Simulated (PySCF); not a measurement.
## The first ionisation energy along group 8

Calculated with PySCF 2.14 from differences of total energies of unrestricted determinants, without spin-orbit coupling. Values in eV. The last column holds reference values (NIST; (s) semi-empirical, (t) theoretical, else measured). Unmarked ones compare directly (S terms, centres of terms, or small fine structure); those marked * lie between the lowest fine-structure levels and include a spin-orbit shift.

| element | configurations | UHF | MP2 (valence) | SCS-MP2 (valence) | CCSD(T) (valence) | PBE | PBE0 | reference |
| --- | --- | --- | --- | --- | --- | --- | --- | --- |
| Fe (aug-cc-pVDZ, non-relativistic) | [Ar] 3d6 4s2 → [Ar] 3d6 4s1 | 6.369 | 7.394 | 7.566 | 7.678 | 7.722 | 7.537 | 7.904 |
| Ru (aug-cc-pVDZ-PP with ECP28MDF, ECP) | [Kr] 4d7 5s1 → [Kr] 4d7 | 6.296 | 7.131 | 6.883 | 7.164 | 7.812 | 7.510 | 7.365 |
| Os (aug-cc-pVDZ-PP with ECP60MDF, ECP) | [Xe] 4f14 5d6 6s2 → [Xe] 4f14 5d6 6s1 | 6.554 | 8.009 | 8.217 | 8.137 | 8.375 | 8.108 | 8.473 |

```
           method  elements  mean error (eV)  mean absolute error (eV)  largest error (eV)
              UHF         3           -1.508                     1.508              -1.920
    MP2 (valence)         3           -0.403                     0.403              -0.511
SCS-MP2 (valence)         3           -0.359                     0.359              -0.481
CCSD(T) (valence)         3           -0.254                     0.254              -0.336
              PBE         3            0.056                     0.242               0.448
             PBE0         3           -0.196                     0.293              -0.367
```

Errors include the incompleteness of the basis and the frozen core.

"Valence" correlates the outer s and p shells and, in groups 3 to 12 and the f block, the outer d or f shell, open or full, or the next shell where the ion has no valence electron left; the wider scheme adds the next inner shell.
